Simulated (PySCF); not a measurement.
# Electronic absorption of C5H3F3O3

C₅H₃F₃O₃.
SMILES: `O=C1OC[C@H]1C(=O)C(F)(F)F`

Theory: TDDFT CAM-B3LYP/def2-SVPD, vertical, gas phase, core orbitals frozen in the response in PySCF. The structure is a single PBE0-D3(BJ)/def2-SVP conformer in the gas phase; no vibrational or solvent corrections. Torsions of this conformer, `[O:1]=[C:2]1[O:3][CH2:4][C@H:5]1[C:6](=[O:7])[C:8]([F:9])([F:10])[F:11]`: C4–C5–C6–O7 -5°, C5–C6–C8–F9 162°.

```json
{"state": "S1", "λ (nm)": "287.7", "E (eV)": "4.31", "f": "0.0005", "|μ| (D)": "0.17", "main configurations (H = HOMO, L = LUMO)": "H-1→L (52%), H→L (45%)"}
{"state": "S2", "λ (nm)": "210.3", "E (eV)": "5.89", "f": "0.016", "|μ| (D)": "0.84", "main configurations (H = HOMO, L = LUMO)": "H→L+1 (31%), H→L (19%), H-1→L (17%)"}
{"state": "S3", "λ (nm)": "190.8", "E (eV)": "6.50", "f": "0.051", "|μ| (D)": "1.44", "main configurations (H = HOMO, L = LUMO)": "H→L (32%), H-1→L (29%), H→L+1 (21%)"}
{"state": "S4", "λ (nm)": "179.5", "E (eV)": "6.91", "f": "0.0048", "|μ| (D)": "0.43", "main configurations (H = HOMO, L = LUMO)": "H-2→L (98%)"}
{"state": "S5", "λ (nm)": "158.7", "E (eV)": "7.81", "f": "0.011", "|μ| (D)": "0.60", "main configurations (H = HOMO, L = LUMO)": "H-3→L (80%)"}
{"state": "S6", "λ (nm)": "156.3", "E (eV)": "7.93", "f": "0.0034", "|μ| (D)": "0.34", "main configurations (H = HOMO, L = LUMO)": "H-1→L+1 (42%), H→L+1 (34%)"}
```

The lowest singlet lies at 4.31 eV (288 nm, ultraviolet) and is dark (f under 0.0005); its leading configuration is HOMO-1→LUMO (52%). The strongest level in the table is S3 at 6.50 eV (191 nm, f = 0.051). Löwdin shares by element: HOMO oxygen 68%, carbon 12% or more (atoms not listed hold the other 20%); LUMO carbon 48% or more, oxygen 34% or more (atoms not listed hold the other 17%). Weighted by f, the mean energy of these states is 6.62 eV. The oscillator strengths of these states sum to 0.086; summed over the whole spectrum of an exact calculation they would give the number of electrons, 84 (Thomas–Reiche–Kuhn). Of the 6 states listed, 3 reach f = 0.01 and 1 stays under 0.0005. Singlets were solved by full linear response.
